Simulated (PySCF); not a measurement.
## Correlation energy of Re³⁺ (rhenium, charge +3)

[Xe] 4f14 5d4, high-spin 5D determinant. All numbers are calculated (PySCF 2.14, a scalar-relativistic core potential, in aug-cc-pVDZ-PP with ECP60MDF (5s5p4d2f, 54 functions)). Frozen: 5s2 5p6; 4 electrons correlated.

| level | correlation energy (mhartree) |
| --- | --- |
| CCSD | -26.44 |
| (T) | -0.08 |
| CCSD(T) | -26.52 |

Diagnostics: T1 = 0.0021, D1 = 0.0030, largest double amplitude 0.015.

Question: Is a single reference adequate?

Answer: Yes, within this model without spin-orbit coupling: T1 lies below 0.03 and no double amplitude reaches 0.07.
